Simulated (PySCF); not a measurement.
## Energy of Cr⁺ (chromium, charge +1) between two integer charges

The 3d alpha orbital of [Ar] 3d5 is emptied in steps (occupation f), with all orbitals relaxed, ending at [Ar] 3d4. Computed with PySCF 2.14 in aug-cc-pVDZ (7s6p4d2f, 59 functions), with no relativity, point nucleus. The exact energy is a straight line in f; departures are measured from the line between the end points of the same method.

**Question.** Among PBE0, r2SCAN, LC-wPBE, which shows the largest delocalisation error (convex curve), and which is closest to linear?

**Answer.** Most convex: r2SCAN (-1.508 eV at f = 0.4); closest to linear: LC-wPBE (-0.431 eV).

| f | PBE0 (eV) | r2SCAN (eV) | LC-wPBE (eV) |
| --- | --- | --- | --- |
| 1 | 0.000 | 0.000 | 0.000 |
| 0.8 | -0.701 | -0.980 | -0.266 |
| 0.6 | -1.068 | -1.490 | -0.416 |
| 0.4 | -1.084 | -1.508 | -0.431 |
| 0.2 | -0.732 | -1.016 | -0.297 |
| 0 | 0.000 | 0.000 | 0.000 |

```csv
method,E(f=0) − E(f=1) (eV),−ε at f=1 (eV),−ε at f=0.4 (eV)
PBE0,16.906,12.600,17.735
r2SCAN,16.958,10.928,18.131
LC-wPBE,16.940,15.348,17.223
```

Reference removal energy between the ground levels: 16.486 eV (measured; NIST Atomic Spectra Database, ionization energies). The calculation has no spin-orbit coupling. The determinant left behind need not be the lowest term of the ion.
